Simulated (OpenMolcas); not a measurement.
## Mn VI: input and output

Input:

```
&GATEWAY
Coord
1

Mn 0.0 0.0 0.0
Basis=ANO-R1
Group=XYZ
NoMove
AngMom=0.0 0.0 0.0
AMFI
&SEWARD
* reference wave functions (RASSCF and RASSI steps not shown): 2 electrons in 5 orbitals (3d)
>>> COPY JOB001 $Project.JobIph
&CASPT2
Multistate=10 1 2 3 4 5 6 7 8 9 10
Frozen=3 6
IPEA=0.35
MaxIter=60
WThr=0.0 0.3 0.05
PrWF=0.5
NoMix
>>> COPY JOB002 $Project.JobIph
&CASPT2
Multistate=14 1 2 3 4 5 6 7 8 9 10 11 12 13 14
Frozen=3 6
IPEA=0.35
MaxIter=60
WThr=0.0 0.3 0.05
PrWF=0.5
NoMix
```

Launched by
```bash
OMP_NUM_THREADS=1 MOLCAS_MEM=2252 MOLCAS_PROJECT=a pymolcas a.inp > a.log  # once for each step of the input, in one work folder
```

Output, cut to the results:

```
--- CASPT2 ---
Orbital specifications:
      -----------------------

      Symmetry species                           1   2
                                                ag  au
      Frozen orbitals                            3   6
      Inactive orbitals                          0   0
      Active orbitals                            5   0
      Secondary orbitals                        12  10
      Deleted orbitals                           0   0
      Number of basis functions                 20  16
Type of calculation                        MS-CASPT2
      Fock operator                              state-specific
      IPEA shift                                 0.35
      Real shift                                 0.00
      Imaginary shift                            0.00
      The input orbitals will be transformed to quasi-canonical
Reference energy:       -1150.9374549352
      E2 (Non-variational):      -0.0025073034
      E2 (Variational):          -0.0025073029
      Total energy:           -1150.9399622380
      Residual norm:              0.0000001789
      Reference weight:           0.99956
      Contributions to the CASPT2 correlation energy
      Active & Virtual Only:         -0.0025073034
      One Inactive Excited:           0.0000000000
      Two Inactive Excited:           0.0000000000
Reference energy:       -1150.9374549352
      E2 (Non-variational):      -0.0024286020
      E2 (Variational):          -0.0024286015
      Total energy:           -1150.9398835366
      Residual norm:              0.0000001558
      Reference weight:           0.99959
      Contributions to the CASPT2 correlation energy
      Active & Virtual Only:         -0.0024286020
      One Inactive Excited:           0.0000000000
      Two Inactive Excited:           0.0000000000
::    CASPT2 Root  1     Total energy:  -1150.93996224
::    CASPT2 Root  2     Total energy:  -1150.93988354
::    CASPT2 Root  3     Total energy:  -1150.93985998
::    CASPT2 Root  4     Total energy:  -1150.93997620
::    CASPT2 Root  5     Total energy:  -1150.93992495
::    CASPT2 Root  6     Total energy:  -1150.93998892
::    CASPT2 Root  7     Total energy:  -1150.93983738
::    CASPT2 Root  8     Total energy:  -1150.84658112
::    CASPT2 Root  9     Total energy:  -1150.84658113
::    CASPT2 Root 10     Total energy:  -1150.84658113
::    MS-CASPT2 Root  1     Total energy:  -1150.93998893
::    MS-CASPT2 Root  2     Total energy:  -1150.93997622
::    MS-CASPT2 Root  3     Total energy:  -1150.93996222
::    MS-CASPT2 Root  4     Total energy:  -1150.93992494
::    MS-CASPT2 Root  5     Total energy:  -1150.93988354
::    MS-CASPT2 Root  6     Total energy:  -1150.93985998
::    MS-CASPT2 Root  7     Total energy:  -1150.93983737
::    MS-CASPT2 Root  8     Total energy:  -1150.84658113
::    MS-CASPT2 Root  9     Total energy:  -1150.84658113
::    MS-CASPT2 Root 10     Total energy:  -1150.84658112
--- CASPT2 ---
Orbital specifications:
      -----------------------

      Symmetry species                           1   2
                                                ag  au
      Frozen orbitals                            3   6
      Inactive orbitals                          0   0
      Active orbitals                            5   0
      Secondary orbitals                        12  10
      Deleted orbitals                           0   0
      Number of basis functions                 20  16
Type of calculation                        MS-CASPT2
      Fock operator                              state-specific
      IPEA shift                                 0.35
      Real shift                                 0.00
      Imaginary shift                            0.00
      The input orbitals will be transformed to quasi-canonical
Reference energy:       -1150.8556864865
      E2 (Non-variational):      -0.0060150157
      E2 (Variational):          -0.0060150155
      Total energy:           -1150.8617015020
      Residual norm:              0.0000001140
      Reference weight:           0.99892
      Contributions to the CASPT2 correlation energy
      Active & Virtual Only:         -0.0060150157
      One Inactive Excited:           0.0000000000
      Two Inactive Excited:           0.0000000000
Reference energy:       -1150.8556864865
      E2 (Non-variational):      -0.0060151388
      E2 (Variational):          -0.0060151384
      Total energy:           -1150.8617016250
      Residual norm:              0.0000001558
      Reference weight:           0.99892
      Contributions to the CASPT2 correlation energy
      Active & Virtual Only:         -0.0060151388
      One Inactive Excited:           0.0000000000
      Two Inactive Excited:           0.0000000000
::    CASPT2 Root  1     Total energy:  -1150.86170150
::    CASPT2 Root  2     Total energy:  -1150.86170162
::    CASPT2 Root  3     Total energy:  -1150.86170156
::    CASPT2 Root  4     Total energy:  -1150.86170147
::    CASPT2 Root  5     Total energy:  -1150.86170156
::    CASPT2 Root  6     Total energy:  -1150.81380515
::    CASPT2 Root  7     Total energy:  -1150.81375740
::    CASPT2 Root  8     Total energy:  -1150.81376396
::    CASPT2 Root  9     Total energy:  -1150.81382898
::    CASPT2 Root 10     Total energy:  -1150.81365686
::    CASPT2 Root 11     Total energy:  -1150.81369620
::    CASPT2 Root 12     Total energy:  -1150.81382003
::    CASPT2 Root 13     Total energy:  -1150.81371030
::    CASPT2 Root 14     Total energy:  -1150.81379371
::    MS-CASPT2 Root  1     Total energy:  -1150.86170168
::    MS-CASPT2 Root  2     Total energy:  -1150.86170159
::    MS-CASPT2 Root  3     Total energy:  -1150.86170154
::    MS-CASPT2 Root  4     Total energy:  -1150.86170146
::    MS-CASPT2 Root  5     Total energy:  -1150.86170144
::    MS-CASPT2 Root  6     Total energy:  -1150.81382971
::    MS-CASPT2 Root  7     Total energy:  -1150.81382068
::    MS-CASPT2 Root  8     Total energy:  -1150.81380659
...
```

Levels above the lowest, from the spin-orbit matrix with the single-state CASPT2 energies, averaged by term, on its diagonal:

```tsv
Configuration	Term	J	E (cm-1)	Measured (cm-1)	g	Term weight %
3d2	3F	2	0.0	0.0	0.666	100
3d2	3F	3	732	746	1.084	100
3d2	3F	4	1661	1669	1.251	100
3d2	1D	2	18040	15336	1.016	97
3d2	3P	0	20980	17782		100
3d2	3P	1	21220	18057	1.501	100
3d2	3P	2	21810	18628	1.484	97
3d2	1G	4	28660	25511	1.000	100
```

Against the 7 measured excited levels shown (Corliss and Sugar, J. Phys. Chem. Ref. Data 6, 1253 (1977)) the mean absolute deviation is 2200 cm-1; the largest miss in energy is 3d2 3P0: computed 20980, measured 17782 cm-1 (+18.0 %).

Term energies are means over components that CASPT2 splits; among the terms shown or strongly mixed into the levels shown the widest spread is 38 cm-1 (3d2 1G). Terms from blocks run as CI alone lack orbitals of their own. Some terms miss by over 15 % even with CASPT2, which points to a basis or an active space too small for the shells correlated. The basis is small and was not contracted for so high a charge. Measured partners are found by configuration, term and J. A level has none where our copy of the source lacks it or the pairing is in doubt (some pairs that miss far off the trend of their configuration count as doubtful), and it then counts in no deviation. Only configurations of the active space appear. The first state left out of the spin-orbit step lies near 69000 cm-1 above the lowest spin-free state of the reference (among the parities and spins computed), and the list stops at four fifths of that energy or lower.

The CASPT2 steps took 1.3 s on 1 thread of Arm Neoverse V1 (shared host); the integral step is not counted.

The term weight is that of the spin-free term in the level, not the purity of its configuration.
